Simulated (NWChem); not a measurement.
A series in which one site is exchanged, each optimised at PBE0/def2-SVP with NWChem, gas phase unless a solvent is named. This build's default masses of Se (78.918 u) and Br (79.917 u) are each other's, which moves their modes by up to 0.6 %. Some are not confirmed as minima by frequencies. def2 effective core potentials on Te; no spin-orbit coupling.

A: [SeH][TeH] (H$_{2}$TeSe; site = Te)
B: S[SeH] (H2SeS; site = S)
C: [BeH][SeH] (BeH2Se; site = Be)
D: [ZnH][SeH] (ZnH2Se; site = Zn)

```json
[
 {"quantity": "orbital gap (eV), PBE0/def2-SVP", "A": "(withheld)", "B": "5.88", "C": "6.27", "D": "6.68"},
 {"quantity": "vertical ionisation energy, ΔSCF, PBE0/def2-SVP (eV)", "A": "(withheld)", "B": "9.56", "C": "9.85", "D": "9.18"},
 {"quantity": "static polarisability, PBE0/def2-SVPD (bohr³)", "A": "(withheld)", "B": "51.4", "C": "46.9", "D": "57.2"},
 {"quantity": "lowest singlet excitation, PBE0/def2-SVPD, TDA (eV)", "A": "(withheld)", "B": "4.07", "C": "4.77", "D": "4.81"}
]
```

Q: What belongs in the gaps?

A: 
- orbital gap (eV), PBE0/def2-SVP, A: 4.69
- vertical ionisation energy, ΔSCF, PBE0/def2-SVP (eV), A: 8.80
- static polarisability, PBE0/def2-SVPD (bohr³), A: 72.6
- lowest singlet excitation, PBE0/def2-SVPD, TDA (eV), A: 3.21
